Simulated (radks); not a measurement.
Question: Isoelectronic series with 7 electrons, all held in the configuration [He] 2s2 2p3, which need not be the ground one along the series. Method: non-relativistic Kohn-Sham, r2SCAN, spin-polarised, spherical densities, point nucleus; open shells are filled with parallel spins first (spin-orbit coupling, left out, can overturn this in heavy ions); meta-GGA in the generalised Kohn-Sham scheme; computed with a radial shooting solver on a logarithmic mesh with Libxc functionals. Total energies (hartree) and screening constants sigma, defined by e = -(Z - sigma)^2 / (2 n^2) hartree (* marks an orbital that is empty in some or all of the ions):

ion,E (hartree),2p down*,2p up,2s down,2s up
N,-54.58403,6.038,5.383,4.886,4.494
P8+,-305.58183,5.174,4.846,4.508,4.250
V16+,-764.69667,5.087,4.772,4.442,4.201
Ga24+,-1431.83000,5.052,4.742,4.414,4.180
Ag40+,-3390.11214,5.021,4.714,4.389,4.161
Cs48+,-4681.2562,5.013,4.707,4.382,4.155
Lu64+,-7887.5468,5.002,4.698,4.373,4.149
Au72+,-9802.6929,4.998,4.694,4.370,4.146

Estimate the row of Eu56+.

Answer: E (hartree) -6180.4012; 2p down* 5.007; 2p up 4.702; 2s down 4.377; 2s up 4.152.
